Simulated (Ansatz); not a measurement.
# Four-centre ligand exchange

Start structure (TiH2ClF3, singlet), relaxed at PBE0-D4/def2-TZVP:

```json
{"atom": "Ti1", "x (Å)": "-0.6082", "y (Å)": "0.1594", "z (Å)": "-0.7207"}
{"atom": "Cl2", "x (Å)": "0.5149", "y (Å)": "-1.5933", "z (Å)": "-1.3527"}
{"atom": "F3", "x (Å)": "-1.7686", "y (Å)": "0.5655", "z (Å)": "-1.9461"}
{"atom": "F4", "x (Å)": "-1.4543", "y (Å)": "-0.1754", "z (Å)": "0.7588"}
{"atom": "F5", "x (Å)": "0.4640", "y (Å)": "1.5076", "z (Å)": "-0.4995"}
{"atom": "H6", "x (Å)": "1.6863", "y (Å)": "-0.0245", "z (Å)": "1.7103"}
{"atom": "H7", "x (Å)": "1.1661", "y (Å)": "-0.4394", "z (Å)": "2.0498"}
```

The step: TiClF₃ ([F][Ti]([F])([F])[Cl]) + H₂ → TiHF₃ ([F][TiH]([F])[F]) + HCl; bonds formed: Ti1–H7, Cl2–H6; bonds broken: Ti1–Cl2, H6–H7. Computed with Ansatz 0.2.0 (basis: def2-TZVPP and def2-QZVPP); correlated methods freeze the cores. Extrapolation: Hartree–Fock as exp(−7.88 √X), correlation as X^−2.97. Energies below are by CCSD(T) at an estimated basis limit (MP2 extrapolated from triple and quadruple zeta, plus CCSD(T) − MP2 in triple zeta).

Question: What are the electronic barrier and the energy of the step, from the start structure to the end structure? (To be estimated.)

Answer: By the calculation: Barrier 174.3 kJ/mol; step energy 148.6 kJ/mol (uphill); reverse barrier, their difference, 25.6 kJ/mol. Barrier and step energy count from the start structure, the reverse barrier from the end structure.

The saddle point: One imaginary mode of 212i cm⁻¹.
| pair | start (Å) | saddle (Å) | end (Å) |
| --- | --- | --- | --- |
| Ti1–H7 | 3.34 | 1.75 | 1.67 |
| Cl2–H6 | 3.64 | 1.38 | 1.28 |
| Ti1–Cl2 | 2.18 | 2.71 | 3.19 |
| H6–H7 | 0.75 | 1.28 | 3.53 |

Zero-point energy (harmonic, PBE0-D4): ZPE is 53.2 kJ/mol at the start and 56.8 kJ/mol at the saddle, so the barrier goes from 174.3 to 177.9 kJ/mol.

No T1 diagnostic of these runs exceeds 0.024.

Labels in which every atom is bracketed show which atoms are joined, not bond orders.

For scale, one of the runs: CCSD(T)/def2-TZVPP, 227 basis functions, launched by `ansatz run in.yaml --threads 8 --pin off --events-out ev --progress --plain --max-ram 19148MiB`. The run took 96 s on 8 CPU threads of a Oxide Virtual Turin-like (shared host), with 4.3 GiB of host memory at its peak.
